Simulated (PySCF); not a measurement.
## `N[SiH2]O[Si@@H](O)[SiH3]`, H₉NO₂Si₃

Geometry:
| atom | x (Å) | y (Å) | z (Å) |
| --- | --- | --- | --- |
| N1 | -2.757 | -0.070 | -1.467 |
| Si2 | -1.718 | -0.766 | -0.288 |
| O3 | -0.149 | -0.428 | -0.541 |
| Si4 | 1.418 | -0.248 | -0.134 |
| O5 | 2.080 | 0.831 | -1.157 |
| Si6 | 1.645 | 0.686 | 1.943 |
| H7 | -2.731 | -0.411 | -2.414 |
| H8 | -2.914 | 0.924 | -1.466 |
| H9 | -1.852 | -2.213 | -0.409 |
| H10 | -2.093 | -0.188 | 0.997 |
| H11 | 1.987 | -1.575 | -0.406 |
| H12 | 1.958 | 0.768 | -2.101 |
| H13 | 3.026 | 0.599 | 2.432 |
| H14 | 0.818 | -0.007 | 2.943 |
| H15 | 1.277 | 2.106 | 2.045 |

The calculation used GIAO mPW1PW91/MINI magnetisability, rotational g tensor and spin-rotation constants, non-relativistic, gas phase in PySCF 2.14.0. Geometry: GFN2-xTB.

Task: How diamagnetic is it, and how anisotropic?

Result: Isotropic -1640 × 10⁻³⁰ J/T², or -98.7 × 10⁻⁶ cm³/mol; principal values -1726, -1608, -1585 × 10⁻³⁰ J/T², anisotropy 131 × 10⁻³⁰ J/T² (root of half the summed squared differences of the principal values). The susceptibility is in cgs units.

Task: Split it along the inertial axes a, b, c into diamagnetic and paramagnetic parts about the centre of mass, with the quadrupole moment.

Result: 
```csv
axis,χ (10⁻⁶ cm³/mol),diamagnetic (10⁻⁶ cm³/mol),paramagnetic (10⁻⁶ cm³/mol),summed x² of all electrons (Å²),quadrupole Θ (D Å)
a,-97.3,-557.2,459.9,300.5,-6.47
b,-100.0,-1439.4,1339.5,92.5,+6.17
c,-98.9,-1667.2,1568.3,38.8,+0.30
```
Anisotropies 2χaa − χbb − χcc = +4.3 and 2χbb − χaa − χcc = -3.7 × 10⁻⁶ cm³/mol. Θ is traceless in Buckingham's convention.

Task: And the rotational g tensor?

Result: 
```csv
axis,rotational constant (GHz),g,nuclear part,electronic part
a,2.9699,-0.0363,0.6053,-0.6416
b,0.9205,-0.0133,0.5659,-0.5792
c,0.7787,-0.0104,0.5634,-0.5737
```
Asymmetric top; isotopes 1H, 14N, 16O, 28Si; no vibrational averaging.
